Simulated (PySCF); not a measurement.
B(Me)(OMe)(NH2) (C2H8BNO), SMILES COB(C)N.

Coordinates come from a PBE-D3(BJ)/def2-SVP optimisation. Other conformers were not sampled.

All values below come from ωB97X/def2-TZVP in PySCF.

Symmetry labels are those of the subgroup Cs that the program uses (full group Cs).

### Question
List the valence orbital energies around the gap with their symmetry. (The exact figures need the calculation; the answer reports its results.)

### Answer

| orbital | symmetry | energy (eV) |
|---|---|---|
| HOMO−7 | A" | -15.28 |
| HOMO−6 | A' | -14.64 |
| HOMO−5 | A" | -13.36 |
| HOMO−4 | A' | -12.99 |
| HOMO−3 | A' | -11.94 |
| HOMO−2 | A" | -11.25 |
| HOMO−1 | A' | -11.18 |
| HOMO | A" | -10.11 |
| LUMO | A' | 2.71 |
| LUMO+1 | A' | 3.64 |
| LUMO+2 | A" | 3.93 |
| LUMO+3 | A' | 4.20 |
